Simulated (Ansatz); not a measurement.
Basis-set series for CH₄FOSn (`[CH3][Sn]([OH])[F]`) radical. Charge 0, multiplicity 2. Sn takes the def2 core potential. The geometry is a stationary point of PBE0-D4/def2-TZVP. It is one conformer, not always the lowest.

```csv
functional,basis,functions,energy (Eh),HOMO (eV),LUMO (eV)
PBE0-D4,def2-TZVPP,199,-429.79542,-6.57,-3.61
PBE0-D4,def2-QZVPP,373,-429.81119,-6.61,-3.66
ωB97M-V,def2-TZVPP,199,-429.89105,-8.63,-1.87
ωB97M-V,def2-QZVPP,373,-429.90644,-8.66,-1.96
```

Problem. Give the rows for def2-SVP. (Best estimate.)

Solution. Ansatz gave: 
| functional | basis | functions | energy (Eh) | HOMO (eV) | LUMO (eV) |
| --- | --- | --- | --- | --- | --- |
| PBE0-D4 | def2-SVP | 88 | -429.50670 | -6.40 | -3.46 |
| ωB97M-V | def2-SVP | 88 | -429.59346 | -8.43 | -1.66 |

HOMO and LUMO are taken over both spins.
